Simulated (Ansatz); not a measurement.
GaH3O2Se, SMILES [OH][Ga]([OH])[SeH].

Geometry optimised at PBE0-D3(BJ)/def2-SVP. Other conformers were not sampled.

Two levels are set side by side: PBE/def2-SVPD (Ansatz, a quantum-chemistry and plane-wave program) and CAM-B3LYP/def2-SVPD (Ansatz). Energy differences of separate SCF runs at the same geometry; the states with an electron removed or added have multiplicity 2 and 2. Differences are taken from unrounded values.

```tsv
quantity	CAM-B3LYP
vertical ionisation energy (eV)	9.87
vertical singlet–triplet gap (eV)	4.97
```

Problem. What does PBE give, and how far is it from CAM-B3LYP? (An estimate is asked for; the answer gives what the named calculation found.)

Solution. 
```tsv
quantity	PBE	PBE minus CAM-B3LYP
vertical ionisation energy (eV)	9.50	-0.37
vertical singlet–triplet gap (eV)	4.52	-0.44
```
